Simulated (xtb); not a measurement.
Input file for xtb: GFN-FF on CH4 (SMILES C).

```
$ xtb mol.xyz --gfnff --sp --chrg 0 --uhf 0
5

C      0.19900332     0.13941699     0.07197742
H      0.34348482     0.56293121    -0.92090744
H      0.34083633     0.91552429     0.82239711
H     -0.81051269    -0.26232780     0.14999723
H      0.92211117    -0.65928477     0.23290106
```

The log:

```
[...]
           -------------------------------------------------
          |                Calculation Setup                |
           -------------------------------------------------



          ==================== Thresholds ====================
          CN  :   150.00000
          rep :   500.00000
          disp:  2500.00000
          HB1 :   250.00000
          HB2 :   450.00000

          Pauling EN used:
          Z : 1  EN :  2.20
          Z : 6  EN :  2.55
          electric field strengths (au): 0.000

           -------------------------------------------------
          |           Force Field Initialization            |
           -------------------------------------------------

          distances ...
          ----------------------------------------
          generating topology and atomic info file ...
          pair mat ...
          computing topology distances matrix with Floyd-Warshall algo ...
          making topology EEQ charges ...
          #fragments for EEQ constrain: 1
          ----------------------------------------
          generating topology and atomic info file ...
          pair mat ...
          computing topology distances matrix with Floyd-Warshall algo ...
          making topology EEQ charges ...
          #fragments for EEQ constrain: 1
          rings ...
          # BATM   0
          # H in HB   0

  atom   neighbors  erfCN metchar sp-hybrid imet pi  qest     coordinates
    1  C       4    3.48   0.00         3    0    0  -0.074    0.376062    0.263460    0.136018
    2  H       1    0.97   0.00         0    0    0   0.018    0.649092    1.063786   -1.740263
    3  H       1    0.97   0.00         0    0    0   0.018    0.644087    1.730090    1.554105
    4  H       1    0.97   0.00         0    0    0   0.018   -1.531647   -0.495728    0.283454
    5  H       1    0.97   0.00         0    0    0   0.018    1.742538   -1.245868    0.440119

          #atoms :   5
          #bonds :   4
          #angl  :   6
          #tors  :   0
          #nmol  :   1
          #optfrag :   1
           -------------------------------------------------
          |                   G F N - F F                   |
          |          A general generic force-field          |
          |                  Version 1.0.3                  |
           -------------------------------------------------
          Number of HB bonds (bound hydrogen)     0
          Number of HB bonds (unbound hydrogen)   0
          Number of XB bonds                      0

 E+G (total)                   0 d,  0 h,  0 min,  0.000 sec
 distance/D3 list               ...        0 min,  0.000 sec (  0.834%)
 non bonded repulsion           ...        0 min,  0.000 sec ( 15.121%)
 dCN                            ...        0 min,  0.000 sec (  2.888%)
 EEQ energy and q               ...        0 min,  0.000 sec ( 15.218%)
 D3                             ...        0 min,  0.000 sec ( 10.538%)
 EEQ gradient                   ...        0 min,  0.000 sec (  6.462%)
 bonds                          ...        0 min,  0.000 sec ( 24.714%)
 bend and torsion               ...        0 min,  0.000 sec (  4.703%)
 bonded ATM                     ...        0 min,  0.000 sec (  0.463%)
 HB/XB (incl list setup)        ...        0 min,  0.000 sec ( 12.425%)

         :::::::::::::::::::::::::::::::::::::::::::::::::::::
         ::                     SUMMARY                     ::
         :::::::::::::::::::::::::::::::::::::::::::::::::::::
         :: total energy              -0.630864131759 Eh    ::
         :: gradient norm              0.002539129375 Eh/a0 ::
         ::.................................................::
Note: The following floating-point exceptions are signalling: IEEE_UNDERFLOW_FLAG IEEE_DENORMAL
normal termination of xtb
         :: bond energy               -0.654664867705 Eh    ::
         :: angle energy               0.000067722787 Eh    ::
         :: torsion energy             0.000000000000 Eh    ::
         :: repulsion energy           0.025942413193 Eh    ::
         :: electrostat energy        -0.001558642642 Eh    ::
         :: dispersion energy         -0.000650757391 Eh    ::
         :: HB energy                  0.000000000000 Eh    ::
         :: XB energy                  0.000000000000 Eh    ::
         :: bonded atm energy          0.000000000000 Eh    ::
         :: external energy            0.000000000000 Eh    ::
         :: add. restraining           0.000000000000 Eh    ::
         :: total charge              -0.000000000000 e     ::
         :::::::::::::::::::::::::::::::::::::::::::::::::::::

           -------------------------------------------------
          |                Property Printout                |
           -------------------------------------------------

molecular dipole:
                 x           y           z       tot (Debye)
 q only:        0.000       0.000      -0.000       0.000

           -------------------------------------------------
          | TOTAL ENERGY               -0.630864131759 Eh   |
          | GRADIENT NORM               0.002539129375 Eh/α |
           -------------------------------------------------
########################################################################
[WARNING] Runtime exception occurred
-1- gfnff_setup: Could not read topology file.
########################################################################

------------------------------------------------------------------------
------------------------------------------------------------------------
 total:
 SCF:
```

The run finished.

Cost: about 0.020 core-seconds (a rough figure).
